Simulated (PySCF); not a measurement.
# What a mistake does to a calculation on AlCGeH7Si

All numbers below are calculated, not measured. They come from PySCF 2.14.0, an open-source quantum chemistry program, on an isolated molecule that a program drew, which may never have been made. The molecule is AlCGeH7Si (charge 0, singlet), drawn as the SMILES string `[AlH2][CH]=[GeH][SiH3]`.

Each row is a Hartree-Fock (HF) and frozen-core CCSD(T) single point in the cc-pV(D+d)Z basis, meant for a local HF minimum. Run 1 is clean. Each other run has one planted mistake out of seven kinds, and not every kind appears here: one electron removed, one electron added, multiplicity raised by two, geometry at a saddle point, minimal basis STO-3G, one bond length entered in bohr, all coordinates scaled. The reference is restricted for singlets and unrestricted otherwise, and also for a bond in bohr. Adding or removing an electron swaps singlet and doublet. Electrons count all cores. HOMO and LUMO are orbital energies over both spins, the gradient is its largest component, and the lowest frequency (negative if imaginary) is given only where the gradient is small. Bond lengths are over the 10 bonds as drawn. T1 is the CCSD diagnostic: over 0.02 (restricted) or 0.045 (unrestricted) a single reference is doubtful. Germanium has the cc-pVDZ-PP basis, with a core potential (ECP10MDF) in place of its 10 inner electrons, and its 3s, 3p and 3d shells are frozen in CCSD(T).

Geometry of the clean run:
```xyz
11
AlCGeH7Si, angstrom
Al    1.1686   -0.5361    0.4622
C     0.7108    0.0713   -1.2940
Ge    0.1898    1.7499   -1.6087
Si   -0.0285    3.4814    0.0484
H     1.0681    0.5155    1.6477
H     1.6339   -2.0185    0.7640
H     0.7482   -0.5693   -2.1736
H    -0.1653    2.1988   -3.0320
H     1.2810    3.7515    0.6769
H    -0.5041    4.7013   -0.6436
H    -1.0130    3.0823    1.0750
```

```
run  electrons  basis functions  <S^2>  HOMO (eV)  LUMO (eV)  gradient (hartree/bohr)  lowest frequency (cm^-1)  mean bond (Å)  longest bond (Å)      T1  HF (hartree)  CCSD(T) (hartree)                 mistake
  1         72              118  0.000      -8.53       0.80                  3.1e-05                        63         1.6335             2.407  0.0143    -866.12013         -866.60011                no fault
  2         72              118  0.000      -8.32       0.71                  1.7e-02                         -         1.6825             2.479  0.0150    -866.11180         -866.59669  all coordinates scaled
  3         72              118  2.024      -6.34      -0.26                  1.1e-01                         -         1.6335             2.407  0.0151    -866.06478         -866.50579                       ?
  4         71              118  0.756     -15.47      -6.25                  6.0e-02                         -         1.6335             2.407  0.0143    -865.86062         -866.28885                       ?
```

**Which mistake was planted in run 3, and what did it cost?**

Electrons, basis and geometry are unchanged, and <S^2> is 2.024, beside S(S+1) = 2.00 for a multiplicity of 3. So the mistake is: multiplicity raised by two. Subtracting run 1 and multiplying by 627.51 kcal/mol a hartree, the energy moved by 34.7 kcal/mol in HF and 59.2 kcal/mol in CCSD(T).

**Which mistake was planted in run 4, and what did it cost?**

It counts 71 electrons, one fewer than the clean run, at the same geometry and basis. So the mistake is: one electron removed. Subtracting run 1 and multiplying by 627.51 kcal/mol a hartree, the energy moved by 162.8 kcal/mol in HF and 195.3 kcal/mol in CCSD(T).

